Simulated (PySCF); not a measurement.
Static response to an electric field

Species: Cu(NH3)Me, CH6CuN (singlet state).
Structure used (PBE0-D3(BJ)/def2-SVP), in Å, numbered top down from 1:
```xyz
9
CH6CuN angstrom
Cu     0.000    0.001   -0.025
N     -0.006   -0.013    1.954
H     -0.425    0.835    2.340
H      0.938   -0.079    2.338
H     -0.535   -0.803    2.327
C      0.006    0.013   -1.926
H     -1.019    0.023   -2.339
H      0.513   -0.877   -2.340
H      0.527    0.900   -2.329
```

Level: PBE0/def2-SVPD (PySCF), static field, nuclei fixed, core orbitals frozen in the response. The polarisability tensor in these axes (au):

```
x   49.72  0.00 -0.06
y    0.00 49.72 -0.14
z   -0.06 -0.14 70.20
```

Question: Diagonalise the tensor; give its mean and Δα, where Δα² is half the sum of the squared differences of the eigenvalues.

Answer: Principal values 49.72, 49.72 and 70.20 au; mean 56.55 au = 8.38 Å³ = 9.32 × 10⁻⁴⁰ C²·m²/J; Δα = 20.49 au (36 % of the mean).

Question: What is the dipole moment, and where does it point?

Answer: (-0.02, -0.04, 6.56) D, 6.56 D in size, pointing from the negative to the positive side. Measured along this direction, the outermost atoms are H9, H8 and H7 at the negative end and H3, H4 and H5 at the positive end.

Question: Traceless (Buckingham) quadrupole moment about the centre of nuclear charge: eigenvalues?

Answer: -1.88, -1.88, 3.76 D·Å. The values depend on the origin, since the dipole doesn't vanish. The electronic extent ⟨r²⟩ about the same centre is 371 bohr², a root-mean-square distance of 1.47 Å for the 48 electrons.

Question: What depolarisation ratio follows for Rayleigh scattering of linearly polarised light, taking the static tensor?

Answer: ρ = 3Δα²/(45ᾱ² + 4Δα²) = 1259.2/(143885 + 1678.9) = 0.00865.

Question: What would n − 1 = 2πNα be for an ideal gas of these molecules at 350 K and 1 atm, electronic part alone?

Answer: N = p/kT = 2.0968 × 10¹⁹ cm⁻³, so n − 1 = 2π × N × 8.38 × 10⁻²⁴ cm³ = 1104 × 10⁻⁶ at long wavelengths, for an ideal gas.

Question: Estimate the molar refractivity from the static electronic polarisability.

Answer: Lorentz–Lorenz: R = (4π/3)N_A α = 2.5225 cm³/(mol·Å³) × 8.38 Å³ = 21.1 cm³/mol, in the limit of long wavelengths.

Question: How large is μ²/3kT at 298 K beside α?

Answer: In Gaussian units μ²/3kT = 348.26 Å³ against 8.38 Å³, a ratio of 41.56; the Debye molar polarisation (4π/3)N_A(α + μ²/3kT) is 899.6 cm³/mol, leaving out the vibrational part.

Geometry: PBE0-D3(BJ)/def2-SVP; no solvent, vibrations or thermal averaging.
